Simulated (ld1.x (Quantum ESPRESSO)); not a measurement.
Values are calculated unless marked as measured or tabulated.
Pseudopotentials across the periodic table

Generated with ld1.x 7.5 (TM, RRKJ, ultrasoft, PAW), atompaw 4.2 or ONCVPSP 4.0.1. The cutoff is in Ry: for ld1.x and atompaw files where the sum of valence levels is converged to 10 mRy in a Bessel basis, for ONCV files where the hardest occupied wave has 1 mHa per electron of residual kinetic energy. The error is the largest all-electron minus pseudo excitation energy over each file’s own four to seven test configurations (ionisations up to +4, promotions, holes and added fractions of an electron), all of which were solved. The labels leave out finer settings (local radius, basis sizes, second energies), which also bear on the numbers. Spin-polarised tests are not counted. The rows are a selection from randomly drawn settings: files with unsolved tests, undetermined cutoffs or missed reference levels are left out.

A true bound ghost makes a file unfit for plane-wave use even where its test errors are small: the radial tests pick states by their node count and pass the ghost by.

| element | potential | cutoff (Ry) | largest error (meV) | bound ghosts |
| --- | --- | --- | --- | --- |
| C | RRKJ, PBEsol, non-relativistic, rc 0.85/1.95/1.70 (spd), local d, core correction no, reference 2s2 2p1.75 | 160 | +592 | none |
| N | PAW, PBE, scalar-relativistic, rc 1.25/2.15/2.05 (spd), local smoothed, core correction yes, reference 2s2 2p3 | 18 | +15 | none |
| Mn | TM, PBE, scalar-relativistic, rc 2.50/1.15/1.05 (spd), local s, core correction yes, reference 3p6 3d5 4s2 4p0 | 180 | -1102 | none |
| Ni | PAW, LDA (PZ), scalar-relativistic, rc 2.00/2.45/1.60 (spd), local smoothed, core correction yes, reference 3d8 4s1.75 4p0.25 | 40 | -8.4 | none |
| Te | TM, PBE, scalar-relativistic, rc 1.55/1.80/1.05 (spd), local s, core correction no, reference 4d10 5s2 5p3 | 120 | +36 | none |
| Pb | ultrasoft, PBE, scalar-relativistic, rc 1.95/2.35/2.10 (spd), local smoothed, core correction no, reference 6s2 6p2 | 10 | +224 | d |

Problem. Fill in the row for Ca: TM, PBE, scalar-relativistic, rc 1.55/1.95/2.05/1.80 (spdf), local f, core correction yes, reference 3s2 3p6 3d0 4s0 4p0.

Solution. cutoff 40 Ry, largest error +264 meV, bound ghosts: none.

Problem. Fill in the row for Sb: PAW, PBEsol, scalar-relativistic, rc 2.15/2.30/1.20 (spd), local smoothed, core correction yes, reference 4d10 5s1 5p4.

Solution. cutoff 100 Ry, largest error -27 meV, bound ghosts: s.
